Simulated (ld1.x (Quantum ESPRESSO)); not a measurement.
gold (Au): excitation energies, all-electron against PAW

Au (Z = 79), PAW, made with ld1.x (Quantum ESPRESSO) 7.5 (LDA (PZ), scalar-relativistic). Core [Xe] 4f14, reference 5d9 6s2 6p0. Waves: 6s (bound): rcut 1.80, rcutus 2.50 bohr; 6s channel at -0.15 Ry: rcut 1.80, rcutus 2.50 bohr; 6p (bound, empty): rcut 2.90, rcutus 3.15 bohr; 6p channel at 0.75 Ry: rcut 2.90, rcutus 3.15 bohr; 5d (bound): rcut 1.50, rcutus 2.10 bohr; 5d channel at 2.7 Ry: rcut 1.50, rcutus 2.10 bohr. Local part: all-electron potential smoothed inside 3.00 bohr (lloc = -1). Core correction: a·sin(br)/r model core, default radius (ld1.x builds one for every PAW set, though the input has nlcc=.false.). Augmentation charge: BESSEL, radius 1.20 bohr.

Energies are relative to the spin-unpolarised reference configuration 5d9 6s2 6p0; without spin polarisation the order of configurations can differ from experiment. Spin-polarised rows fill each open shell by Hund’s rule, majority spin first. Not all tests gave a result: 2 of 9 tests not solved or not reliable. Left out of the table: 5d8 6s0 6p0 (solver errors, printed error -535 eV); 5d7 6s0 6p0 (solver errors, printed error -428 eV).

Q: Give the all-electron excitation energy and the error of the potential for: 5d10 6s1 6p0; 5d10 6s0 6p0; 5d9 6s0 6p0; 5d9 6s1 6p1; 5d9 6s1 6p0; 5d9 6s2 6p0 (spin-polarised); 5d10 6s1 6p0 (spin-polarised).

A:

| valence configuration | charge | ΔE all-electron (eV) | error AE − PS (meV) |
| --- | --- | --- | --- |
| 5d10 6s1 6p0 | 0 | -1.601 | -17 |
| 5d10 6s0 6p0 | +1 | 8.173 | -31 |
| 5d9 6s0 6p0 | +2 | 29.674 | -6.0 |
| 5d9 6s1 6p1 | 0 | 5.916 | -2.0 |
| 5d9 6s1 6p0 | +1 | 10.773 | -2.1 |
| 5d9 6s2 6p0 (spin-polarised) | 0 | -0.131 | -1.0 |
| 5d10 6s1 6p0 (spin-polarised) | 0 | -1.735 | -16 |

Levels in the configuration 5d9 6s2 6p0 (spin-polarised):

```
  level  all-electron (eV)  pseudo (eV)
  5d up             -9.411       -9.409
  6s up             -7.079       -7.078
5d down             -8.886       -8.888
6s down             -6.840       -6.840
```
